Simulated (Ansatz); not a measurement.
Compare A (`O[SiH](F)O[SiH2]`•) with its isomer B (`O[Si](F)O[SiH3]`•).

Gas-phase electronic energies from Ansatz, PBE0-D4/def2-TZVP geometries. CBS: MP2 limit from def2 TZ/QZ plus the TZ coupled-cluster correction, frozen cores. Functionals use def2-TZVPP. Open shells (•) are unrestricted, without spin–orbit coupling. Each species was taken in one conformer, which may not be the lowest.

A:

```xyz
9

O    -1.6196   -0.3739    1.6295
Si   -1.0365   -0.3526    0.1190
F    -0.8170   -1.8366   -0.4162
O     0.3984    0.3953    0.0501
Si    1.8998    0.4666   -0.6148
H    -1.0680   -0.6773    2.3517
H    -2.0355    0.3079   -0.7273
H     1.8137    0.2620   -2.0901
H     2.4647    1.8085   -0.3019
```

B:

Z-matrix (Å, degrees):
```
Si
O 1 1.642
H 1 1.485 2 109.9
H 1 1.482 2 107.9 3 119.7
H 1 1.483 2 109.7 3 -120.5
Si 2 1.612 1 149.3 3 42.7
F 6 1.601 2 109.2 1 50.6
O 6 1.633 2 106.0 1 168.9
H 8 0.959 6 117.3 2 -179.2
```

Question: Which isomer does CCSD(T)/CBS put lower? Give the gap. (An estimate is asked.)

Answer: The calculation gave: A, by 23.0 kJ/mol.

Question: Give E(B) − E(A) in kJ/mol with CCSD(T)/def2-TZVPP, PBE-D4, CCSD/def2-TZVPP, HF/def2-TZVPP, MP2/def2-TZVPP, B2PLYP, r2SCAN-D4. (Estimate.)

Answer: Computed: CCSD(T)/def2-TZVPP 24.8, PBE-D4 19.1, CCSD/def2-TZVPP 25.4, HF/def2-TZVPP 24.8, MP2/def2-TZVPP 22.8, B2PLYP 22.2, r2SCAN-D4 20.1. None reverses the order clearly.

Largest T1 diagnostic: 0.014.

From PBE to PBE0 (25 % exact exchange), in def2-TZVPP and without D4, E(B) − E(A) moves by +3.6 kJ/mol.
